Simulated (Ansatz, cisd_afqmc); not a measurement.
System: InH3S, charge 0, singlet. InH3S (SMILES [SH][InH2]).
B3LYP-D3(BJ)/def2-TZVP minimum from Ansatz (a program for electronic structure):
```
In
H 1 1.7161
H 1 1.7177 2 130.09
S 1 2.4126 2 113.72 3 -180.00
H 4 1.3437 1 94.84 2 180.00
```
Charge 0, spin multiplicity 1.

Atomisation energy term by term, kcal/mol (programs: Ansatz, cisd_afqmc). Open shells are spin-unrestricted; no spin-orbit coupling. Cores are frozen in correlated methods (noble-gas shells, and filled d and f shells in the p block). Past Kr the def2 sets carry scalar-relativistic core potentials. AFQMC/CISD: phaseless, guided by CISD from CCSD amplitudes; bars are statistical, one sigma. Outlying blocks are dropped, and bars are widened where a walk drifts. Over all cases where full CI ran beside it in this data, AFQMC minus full CI had a median of +0.1 mEh and passed +0.4 mEh in a tenth of the cases. CBS(X,Y): correlation extrapolated as X^-3, Hartree-Fock from the larger set. A bracket is a step between two methods taken in the basis named. For partners of very few electrons the exact lower level stands in for a higher one. Spin-orbit terms, left out, reach several kcal/mol for Br and I, and more for heavier atoms.

| term | basis | kcal/mol |
|---|---|---|
| Hartree-Fock | def2-QZVPP | 190.49 |
| CCSD correlation | CBS(def2-TZVPP,def2-QZVPP) | 75.48 |
| (T) | CBS(def2-TZVPP,def2-QZVPP) | 4.21 |
| CCSDT(Q) - CCSD(T) | def2-TZVPP | 0.24 |
| CCSDTQ - CCSDT(Q) | def2-SVP | -0.01 |
| sum: De |  | 270.4 |

The step beyond CCSD(T) by other levels: CCSDTQ in def2-SVP 0.43; AFQMC/CISD in def2-SVP 0.45 ± 0.20; CCSDT(Q) in def2-SVP 0.44 kcal/mol.
